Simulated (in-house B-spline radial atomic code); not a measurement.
Atomic self-consistent-field run: the lead ion Pb²⁺. All numbers are computed (scalar-relativistic (X2C) TPSSh, spin-polarised, spherical fractional occupations, exact exchange averaged over the configuration; Fermi nucleus of rms radius 5.5012 fm) with a B-spline radial code for spherical atoms, not measured.

Command:
```bash
python run_scf.py task.json out
```
Settings (nuclear radius in fm, mass in u):
```
Z                82
configuration    [Xe] 4f14 5d10 6s2
hamiltonian      x2c
method           tpssh
spin_polarised   True
nucleus          fermi
rms_radius       5.5012
atomic_mass      207.97665
speed_of_light   137.035999084
exact_exchange   averaged over the configuration
```

Output (hartree, bohr):
```
 radial grid: 81 intervals, B-splines of order 8, outer radius 60 bohr

 iter        energy (Eh)    residual
    1      -20884.634148    1.39e-01
    2      -20884.640705    2.22e-03
    3      -20884.640724    8.15e-04
    4      -20884.640725    3.63e-04
    5      -20884.640725    4.85e-05
    6      -20884.640725    1.28e-05
    7      -20884.640725    4.56e-06
    8      -20884.640725    1.01e-06
    9      -20884.640725    2.11e-07

 total energy                    -20884.64073
 kinetic                           24313.5319
 electron-nucleus                 -52833.6977
 Hartree                            8029.3734
 exact exchange                      -38.8588
 exchange-correlation               -354.9894

 orbital      occ     eigenvalue          <r>       <r^2>       <1/r>       r_max
 1s up      1.000     -3230.0386    0.0151831 0.000327085     113.522    0.008834
 1s down    1.000     -3230.0386    0.0151831 0.000327085     113.522    0.008834
 2s up      1.000      -578.6759    0.0666925  0.00533413      26.772     0.05694
 2s down    1.000      -578.6759    0.0666925  0.00533413      26.772     0.05694
 2p up      3.000      -499.0184    0.0607485  0.00453169     21.2922     0.04688
 2p down    3.000      -499.0184    0.0607485  0.00453169     21.2922     0.04688
 3s up      1.000      -139.7464     0.173869     0.03473     9.58139      0.1612
 3s down    1.000      -139.7464     0.173869     0.03473     9.58139      0.1612
 3p up      3.000      -116.7135     0.175447    0.035816     8.14159      0.1608
 3p down    3.000      -116.7135     0.175447    0.035816     8.14159      0.1608
 3d up      5.000       -92.0121     0.159898   0.0299318     7.49687      0.1313
 3d down    5.000       -92.0121     0.159898   0.0299318     7.49687      0.1313
 4s up      1.000       -32.3127     0.384252    0.166775     3.99602      0.3629
 4s down    1.000       -32.3127     0.384252    0.166775     3.99602      0.3629
 4p up      3.000       -24.6999     0.408684     0.18993     3.46294      0.3817
 4p down    3.000       -24.6999     0.408684     0.18993     3.46294      0.3817
 4d up      5.000       -15.5429     0.431041    0.214508     3.07592      0.3888
 4d down    5.000       -15.5429     0.431041    0.214508     3.07592      0.3888
 5s up      1.000        -5.9965     0.857577    0.824168     1.63051       0.792
 5s down    1.000        -5.9965     0.857577    0.824168     1.63051       0.792
 5p up      3.000        -3.8737     0.977119     1.07695     1.37107      0.8815
 5p down    3.000        -3.8737     0.977119     1.07695     1.37107      0.8815
 4f up      7.000        -5.5886     0.454051     0.24688     2.67379      0.3503
 4f down    7.000        -5.5886     0.454051     0.24688     2.67379      0.3503
 5d up      5.000        -1.4269      1.29106     1.93165      1.0154       1.069
 5d down    5.000        -1.4269      1.29106     1.93165      1.0154       1.069
 6s up      1.000        -1.0155      2.17986     5.33519     0.59216       1.927
 6s down    1.000        -1.0155      2.17986     5.33519     0.59216       1.927
```

Run time, properties included: 0.61 s on 1 thread of Intel(R) Xeon(R) 6975P-C, on a shared host.

One-electron X2C: radii and densities carry no picture-change correction, so inner-shell <1/r> comes out high (for 1s by about 2 % at Z = 33, 5 % at 54, 10 % at 75, 30 % at 118) and <r> low.
